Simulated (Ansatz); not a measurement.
Stepwise reaction of `[F][Sn]([F])([F])[F]` with water, as a gas-phase model of exchange steps in deposition or etching. ΔE in kJ/mol; ΔG adds harmonic PBE0-D4 terms to CCSD(T)/CBS, at 1 bar.

Gas-phase electronic energies from Ansatz, PBE0-D4/def2-TZVP geometries. CBS: MP2 limit from def2 TZ/QZ plus the TZ coupled-cluster correction, frozen cores. This one scheme is used for every species. DFT in def2-TZVPP. B3LYP here is the variant with VWN-RPA as its local correlation; programs differ in this. Elements past krypton have def2 core potentials. For Sn outer-core shells are correlated without core-valence functions, which leaves a few kJ/mol of doubt a bond. Each species was taken in one conformer, which may not be the lowest.

```json
{"step": "1", "reaction": "`[F][Sn]([F])([F])[F]` + H₂O → `[OH][Sn]([F])([F])[F]` + H–F", "PBE-D4": "15.7", "B3LYP-D4": "16.1", "ωB97M-V": "16.5", "CCSD(T)/CBS": "13.0", "ΔG(500 K)": "-0.9"}
{"step": "2", "reaction": "`[OH][Sn]([F])([F])[F]` + H₂O → `[OH][Sn]([OH])([F])[F]` + H–F", "PBE-D4": "18.4", "B3LYP-D4": "19.1", "ωB97M-V": "19.3", "CCSD(T)/CBS": "16.0", "ΔG(500 K)": "21.5"}
```

Problem. By hand: ΔE of the 2 steps together at CCSD(T)/CBS.

Solution. (13.0) + (16.0) = 29.0 kJ/mol, or 14.5 kJ/mol a step.

In ΔE the steps differ by no more than 3.0 kJ/mol. All are uphill at CCSD(T)/CBS. ΔG lies between -0.9 and 21.5 kJ/mol a step. PBE-D4 differs from CCSD(T)/CBS by 2.4 to 2.7 kJ/mol a step. Isolated molecules leave out the surface, adducts and barriers. Largest T1 diagnostic: 0.015.
